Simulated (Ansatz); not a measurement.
**Nudged elastic band run: CH4ClFSSi**

The input (input.yaml):

```yaml
crystal:
  periodic: [false, false, false]
  atoms:
    - { symbol: F, position_ang: [1.789966, 0.475156, 0.97931] }
    - { symbol: C, position_ang: [1.445758, 0.486462, -0.348994] }
    - { symbol: S, position_ang: [0.467764, -0.98839, -0.852294] }
    - { symbol: Si, position_ang: [-1.327892, -0.655484, 0.287474] }
    - { symbol: Cl, position_ang: [-2.152714, 1.211416, -0.156748] }
    - { symbol: H, position_ang: [2.359765, 0.451964, -0.979219] }
    - { symbol: H, position_ang: [0.857845, 1.402824, -0.570226] }
    - { symbol: H, position_ang: [-2.259211, -1.747366, -0.143025] }
    - { symbol: H, position_ang: [-1.092881, -0.682682, 1.766522] }
magnetization:
  spin_polarized: true
basis:
  gaussian: { orbitals: def2-SVP }
hamiltonian:
  xc: pbe
neb:
  order_check: false
  images: 7
  f_tol: 0.03
  max_iterations: 60
  spring: 50.0
  final_atoms:
    - { symbol: F, position_ang: [1.45419848, -0.46872836, 1.07420674] }
    - { symbol: C, position_ang: [0.69361319, 0.1689889, 0.0809395] }
    - { symbol: S, position_ang: [1.1083268, -0.38769678, -1.59237655] }
    - { symbol: Si, position_ang: [-1.13326619, -0.25501658, 0.49677391] }
    - { symbol: Cl, position_ang: [-2.4183471, 0.93423247, -0.62483156] }
    - { symbol: H, position_ang: [2.23333, 0.36780388, -1.75122225] }
    - { symbol: H, position_ang: [0.87466354, 1.26318747, 0.15939224] }
    - { symbol: H, position_ang: [-1.37915805, -1.70081803, 0.18826218] }
    - { symbol: H, position_ang: [-1.34496066, 0.03194702, 1.95165579] }
  initial_path:
    images:
      - { positions_ang: [[1.789966, 0.475156, 0.97931], [1.445758, 0.486462, -0.348994], [0.467764, -0.98839, -0.852294], [-1.327892, -0.655484, 0.287474], [-2.152714, 1.211416, -0.156748], [2.359765, 0.451964, -0.979219], [0.857845, 1.402824, -0.570226], [-2.259211, -1.747366, -0.143025], [-1.092881, -0.682682, 1.766522]] }
      - { positions_ang: [[1.75325362, 0.48505494, 1.02920819], [1.44327861, 0.54232627, -0.30550532], [0.48521659, -0.91673652, -0.85802516], [-1.29250305, -0.648489, 0.27534844], [-2.1754431, 1.17989127, -0.17591336], [2.28608746, 0.27190291, -1.0742751], [0.87656724, 1.46552397, -0.51608884], [-2.21631757, -1.74940433, -0.15209276], [-1.07173979, -0.67616952, 1.76014392]] }
      - { positions_ang: [[1.71654123, 0.49495389, 1.07910638], [1.44079922, 0.59819055, -0.26201664], [0.50266918, -0.84508305, -0.86375633], [-1.2571141, -0.64149401, 0.26322289], [-2.1981722, 1.14836654, -0.19507872], [2.21240992, 0.09184182, -1.16933121], [0.89528947, 1.52822395, -0.46195168], [-2.17342415, -1.75144265, -0.16116053], [-1.05059859, -0.66965703, 1.75376584]] }
      - { positions_ang: [[1.67982885, 0.50485283, 1.12900457], [1.43831984, 0.65405482, -0.21852796], [0.52012177, -0.77342957, -0.86948749], [-1.22172515, -0.63449901, 0.25109733], [-2.22090131, 1.1168418, -0.21424408], [2.13873239, -0.08821927, -1.26438731], [0.91401171, 1.59092392, -0.40781452], [-2.13053072, -1.75348098, -0.17022829], [-1.02945738, -0.66314455, 1.74738776]] }
      - { positions_ang: [[1.64311647, 0.51475177, 1.17890275], [1.43584045, 0.7099191, -0.17503927], [0.53757436, -0.70177609, -0.87521865], [-1.1863362, -0.62750401, 0.23897178], [-2.24363041, 1.08531707, -0.23340945], [2.06505485, -0.26828037, -1.35944342], [0.93273395, 1.6536239, -0.35367736], [-2.08763729, -1.75551931, -0.17929606], [-1.00831617, -0.65663206, 1.74100967]] }
      - { positions_ang: [[1.59588697, 0.26888174, 1.15272875], [1.25028363, 0.57468655, -0.11104458], [0.68026247, -0.62325626, -1.05450813], [-1.1730687, -0.53438215, 0.30342231], [-2.28730958, 1.04754592, -0.33126497], [2.10712363, -0.1092593, -1.45738812], [0.91821635, 1.55601479, -0.22540996], [-1.91051748, -1.74184399, -0.0874065], [-1.09247729, -0.48448729, 1.7936712]] }
      - { positions_ang: [[1.54865747, 0.02301171, 1.12655475], [1.06472682, 0.439454, -0.04704989], [0.82295058, -0.54473643, -1.2337976], [-1.1598012, -0.44126029, 0.36787284], [-2.33098875, 1.00977477, -0.4291205], [2.14919242, 0.04976176, -1.55533283], [0.90369875, 1.45840568, -0.09714256], [-1.73339767, -1.72816867, 0.00448306], [-1.17663842, -0.31234252, 1.84633273]] }
      - { positions_ang: [[1.50142798, -0.22285833, 1.10038074], [0.87917, 0.30422145, 0.01694481], [0.96563869, -0.4662166, -1.41308708], [-1.14653369, -0.34813844, 0.43232337], [-2.37466792, 0.97200362, -0.52697603], [2.19126121, 0.20878282, -1.65327754], [0.88918115, 1.36079658, 0.03112484], [-1.55627786, -1.71449335, 0.09637262], [-1.26079954, -0.14019775, 1.89899426]] }
      - { positions_ang: [[1.45419848, -0.46872836, 1.07420674], [0.69361319, 0.1689889, 0.0809395], [1.1083268, -0.38769678, -1.59237655], [-1.13326619, -0.25501658, 0.49677391], [-2.4183471, 0.93423247, -0.62483156], [2.23333, 0.36780388, -1.75122225], [0.87466354, 1.26318747, 0.15939224], [-1.37915805, -1.70081803, 0.18826218], [-1.34496066, 0.03194702, 1.95165579]] }
```

Run as:

```bash
$ ansatz run input.yaml --threads 2 --pin off --max-ram 3072MiB --backend cpu --events-out ev --progress --plain --runs-dir out
```

Output, in part (warnings, iteration lines, the closing report on the highest movable image, with atoms numbered from 0):

```
NEB end point (image 0): max|allowed force component| = 1.533e-2 eV/Å (the criterion of neb.relax_end_points is 1.000e-2)
NEB end point (image 8): max|allowed force component| = 1.348e-2 eV/Å (the criterion of neb.relax_end_points is 1.000e-2)
NEB iter   1: max|band force component| = 6.745e0 eV/Å  barrier→ = 5.0697 eV  barrier← = 4.3153 eV  Δτ_max = 0.2000 Å  (402 SCF iters)
NEB iter   2: max|band force component| = 5.868e0 eV/Å  barrier→ = 5.0637 eV  barrier← = 4.3093 eV  Δτ_max = 0.2000 Å  (234 SCF iters)
NEB iter   3: max|band force component| = 5.407e0 eV/Å  barrier→ = 4.9837 eV  barrier← = 4.2293 eV  Δτ_max = 0.1939 Å  (234 SCF iters)
NEB iter   4: max|band force component| = 5.137e0 eV/Å  barrier→ = 3.7551 eV  barrier← = 3.0007 eV  Δτ_max = 0.2000 Å  (240 SCF iters)
NEB iter   5: max|band force component| = 4.192e0 eV/Å  barrier→ = 3.3008 eV  barrier← = 2.5464 eV  Δτ_max = 0.2000 Å  (226 SCF iters)
NEB iter   6: max|band force component| = 3.017e0 eV/Å  barrier→ = 3.1037 eV  barrier← = 2.3492 eV  Δτ_max = 0.2000 Å  (221 SCF iters)
NEB iter   7: max|band force component| = 1.373e0 eV/Å  barrier→ = 3.0435 eV  barrier← = 2.2891 eV  Δτ_max = 0.2000 Å  (222 SCF iters)
NEB iter   8: max|band force component| = 7.775e-1 eV/Å  barrier→ = 3.1206 eV  barrier← = 2.3662 eV  Δτ_max = 0.1543 Å  (210 SCF iters)
NEB iter   9: max|band force component| = 2.708e0 eV/Å  barrier→ = 3.1809 eV  barrier← = 2.4264 eV  CI = image 6  Δτ_max = 0.2000 Å  (214 SCF iters)
NEB iter  10: max|band force component| = 1.481e0 eV/Å  barrier→ = 3.3298 eV  barrier← = 2.5754 eV  CI = image 6  Δτ_max = 0.2000 Å  (215 SCF iters)
NEB iter  11: max|band force component| = 6.974e0 eV/Å  barrier→ = 4.4930 eV  barrier← = 3.7385 eV  CI = image 6  Δτ_max = 0.0982 Å  (216 SCF iters)
NEB iter  12: max|band force component| = 6.141e0 eV/Å  barrier→ = 4.3027 eV  barrier← = 3.5483 eV  CI = image 6  Δτ_max = 0.1908 Å  (214 SCF iters)
NEB iter  13: max|band force component| = 9.273e-1 eV/Å  barrier→ = 3.6515 eV  barrier← = 2.8970 eV  CI = image 6  Δτ_max = 0.1177 Å  (215 SCF iters)
NEB iter  14: max|band force component| = 5.982e-1 eV/Å  barrier→ = 3.6251 eV  barrier← = 2.8706 eV  CI = image 6  Δτ_max = 0.0451 Å  (206 SCF iters)
NEB iter  15: max|band force component| = 3.997e-1 eV/Å  barrier→ = 3.6063 eV  barrier← = 2.8519 eV  CI = image 6  Δτ_max = 0.0293 Å  (197 SCF iters)
NEB iter  16: max|band force component| = 2.117e-1 eV/Å  barrier→ = 3.6009 eV  barrier← = 2.8465 eV  CI = image 6  Δτ_max = 0.0245 Å  (205 SCF iters)
NEB iter  17: max|band force component| = 1.416e-1 eV/Å  barrier→ = 3.5980 eV  barrier← = 2.8436 eV  CI = image 6  Δτ_max = 0.0278 Å  (198 SCF iters)
NEB iter  18: max|band force component| = 7.340e-2 eV/Å  barrier→ = 3.5959 eV  barrier← = 2.8414 eV  CI = image 6  Δτ_max = 0.0162 Å  (205 SCF iters)
NEB iter  19: max|band force component| = 5.794e-2 eV/Å  barrier→ = 3.5952 eV  barrier← = 2.8408 eV  CI = image 6  Δτ_max = 0.0096 Å  (196 SCF iters)
NEB iter  20: max|band force component| = 3.451e-2 eV/Å  barrier→ = 3.5950 eV  barrier← = 2.8406 eV  CI = image 6  Δτ_max = 0.0060 Å  (173 SCF iters)
NEB iter  21: max|band force component| = 1.884e-2 eV/Å  barrier→ = 3.5949 eV  barrier← = 2.8405 eV  CI = image 6  Δτ_max = 0.0000 Å  (384 SCF iters)
Total energy: -35022.02489418 eV, -1287.0356760799 hartree
Atom 0 at     1.745403    -0.539237     0.917720 Å, force     0.000926     0.001138     0.004608 eV/Å
Atom 1 at     0.987313     0.199642     0.051613 Å, force    -0.016548    -0.007621    -0.017637 eV/Å
Atom 2 at     0.476905    -0.604144    -1.729492 Å, force     0.002078    -0.000974     0.000885 eV/Å
Atom 3 at    -0.951290    -0.248389     0.225370 Å, force     0.000900    -0.001346     0.001220 eV/Å
Atom 4 at    -2.398707     0.881380    -0.767224 Å, force     0.000158    -0.000049     0.005056 eV/Å
Atom 5 at     1.591729     0.430648    -0.935308 Å, force     0.011481     0.005263    -0.001698 eV/Å
Atom 6 at     0.944147     1.283262     0.314722 Å, force     0.001516    -0.000131     0.008412 eV/Å
Atom 7 at    -1.172280    -1.724553     0.265737 Å, force     0.001112     0.001169     0.002924 eV/Å
Atom 8 at    -1.134821     0.275291     1.639661 Å, force    -0.001624     0.002550    -0.003771 eV/Å
Dipole moment:     0.275689     0.231944     0.098360 e Å
```

The run converged. Neighbouring images differ by up to 2.0 eV, so the band resolves the path poorly. Another band between the same ends (7 images) ends at a top of the same energy, where a vibrational analysis finds 1 clearly imaginary mode. The orbitals stay closed-shell, which can raise the energy where a bond breaks towards radicals; this wasn't checked here.

Final band (atoms are numbered from 1 in the order of the input):

| image | path coordinate (Å) | energy (eV) | C2–H6 (Å) | S3–Si4 (Å) | C2–Si4 (Å) |
| --- | --- | --- | --- | --- | --- |
| 0 | 0.00 | 0.00 | 1.11 | 2.15 | 3.07 |
| 1 | 0.62 | 0.01 | 1.11 | 2.15 | 3.06 |
| 2 | 1.25 | 0.03 | 1.11 | 2.15 | 3.05 |
| 3 | 1.87 | 0.05 | 1.11 | 2.16 | 3.02 |
| 4 | 2.50 | 0.35 | 1.10 | 2.14 | 2.76 |
| 5 | 3.12 | 1.84 | 1.08 | 2.18 | 2.40 |
| 6 | 3.75 | 3.59 | 1.18 | 2.45 | 2.00 |
| 7 | 4.53 | 1.63 | 1.88 | 2.81 | 1.87 |
| 8 | 5.31 | 0.75 | 2.40 | 3.07 | 1.92 |

Run time: 7.6 min on 2 threads of Arm Neoverse V2, on a shared host, peak memory 0.24 GiB.
